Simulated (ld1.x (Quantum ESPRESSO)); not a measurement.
Cutoff test, Ta (Z = 73), TM

```
Element                 : Ta (Z = 73)
Generator               : ld1.x (Quantum ESPRESSO) 7.5
Type                    : norm-conserving Troullier–Martins (Kleinman–Bylander form)
Functional              : LDA (PZ)
Relativity              : scalar-relativistic
Frozen core             : [Kr] 4d10 4f14
Valence charge          : 13
Reference configuration : 5s2 5p6 5d3.5 6s1.5 6p0
Partial waves           : 5s (bound): rc 1.70 bohr; 5p (bound): rc 1.30 bohr; 5d (bound): rc 2.65 bohr
Local potential         : the d channel
Core correction         : Bessel-smoothed model core inside 0.95 bohr
```

Occupied shells without a wave of their own: 6s. They enter only through the test configuration that unscreens the potential, and ld1.x also counts them in the model core charge.

The pseudo-atom Hamiltonian at the reference potential is diagonalised in spherical Bessel functions j_l(qr) that vanish at 20 bohr, with q² up to the cutoff. All-electron valence levels (Ry): 5s -5.3137, 6s -0.3950, 5p -2.8463, 6p -0.1020, 5d -0.2405.

Question: How do the lowest levels (Ry) of each channel move with the cutoff, and are there ghosts?

Answer:

```csv
cutoff (Ry),s #1,s #2,s #3,p #1,p #2,p #3,d #1,f #1,f #2,Σ f·Δε (mRy)
8,-10.4506,-4.5535,-0.1698,-2.3563,-0.0697,0.0565,-0.0747,0.1070,0.2248,5279.9
18,-63.4128,-5.2278,-0.2955,-2.7748,-0.1013,0.0488,-0.2316,0.1070,0.2247,683.2
35,-83.3256,-5.3077,-0.3271,-2.8087,-0.1027,0.0485,-0.2404,0.1070,0.2247,241.4
60,-89.5738,-5.3129,-0.3294,-2.8424,-0.1033,0.0484,-0.2405,0.1070,0.2247,25.4
100,-90.3511,-5.3136,-0.3297,-2.8455,-0.1033,0.0484,-0.2405,0.1070,0.2247,5.0
160,-90.4308,-5.3137,-0.3297,-2.8462,-0.1034,0.0484,-0.2405,0.1070,0.2247,0.4
400,-90.4317,-5.3137,-0.3297,-2.8463,-0.1034,0.0484,-0.2405,0.1070,0.2247,0.0
```

Result: ghost state, extra bound levels that the all-electron valence spectrum of the same l lacks: s at -1230.4 eV (a true bound ghost makes a file unfit for plane-wave use); 10 mRy is reached at 100 Ry and 1 mRy at 120 Ry.

Note: ghost state, extra bound levels that the all-electron valence spectrum of the same l lacks: s at -1230.4 eV. A true bound ghost makes a file unfit for plane-wave use. The potential misses its own reference levels by up to 0.9 eV. ld1.x takes every shell without a wave as core, so the model core holds the 6s electrons as well and exchange and correlation see them twice. This cancels in the reference configuration, but the file is broken for other ones, and its errors say nothing about a proper core correction. Its largest configuration-test error is +1834 meV.
